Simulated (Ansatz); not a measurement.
System: SbF$_{2}$, charge 0, doublet. SbF2 (SMILES [F][Sb][F], doublet).
B3LYP-D3(BJ)/def2-TZVP minimum from Ansatz (an electronic-structure program):
```xyz
3

Sb    -0.1525    -0.1203     0.2760
F     -0.4218     1.4749    -0.7593
F      1.2858    -0.7931    -0.8046
```
Charge 0, spin multiplicity 2.

Total energies in hartree (Ansatz). Open shells are spin-unrestricted; no spin-orbit coupling. Cores are frozen in correlated methods (noble-gas shells, and filled d and f shells in the p block). Past Kr the def2 sets carry scalar-relativistic core potentials. Spin-orbit terms, left out, reach several kcal/mol for Br and I, and more for heavier atoms.

| species | HF/def2-TZVPP | CCSD(T)/def2-TZVPP | HF/def2-QZVPP | CCSD(T)/def2-QZVPP | CCSD(T)/def2-SVP | CCSDT(Q)/def2-SVP |
|---|---|---|---|---|---|---|
| 1: SbF2 (SMILES [F][Sb][F], doublet) | -438.27792 | -438.90568 | -438.29283 | -438.97918 | -438.46500 | -438.46702 |
| 2: Sb (quartet) | -239.27727 | -239.35269 | -239.27798 | -239.35812 | -239.33268 | -239.33289 |
| 3: F (doublet) | -99.41180 | -99.62506 | -99.41589 | -99.65118 | -99.43472 | -99.43491 |

Q: Work out the atomisation energy (electronic, to ground-state atoms) in kcal/mol: take Hartree-Fock from def2-QZVPP, extrapolate the CCSD(T) correlation energy as X^-3 (X = 3, 4), and add CCSDT(Q) - CCSD(T) in def2-SVP. 1 hartree = 627.51 kcal/mol.

A: 
Species 1: correlation (64·(-0.68635) - 27·(-0.62776))/37 = -0.72910; step -0.00202; E1 = -438.29283 + (-0.72910) + (-0.00202) = -439.02395
Species 2: correlation (64·(-0.08014) - 27·(-0.07542))/37 = -0.08358; step -0.00021; E2 = -239.27798 + (-0.08358) + (-0.00021) = -239.36177
Species 3: correlation (64·(-0.23529) - 27·(-0.21326))/37 = -0.25137; step -0.00019; E3 = -99.41589 + (-0.25137) + (-0.00019) = -99.66745
-1·E1 +1·E2 +2·E3 = 0.32728 hartree = 205.4 kcal/mol.
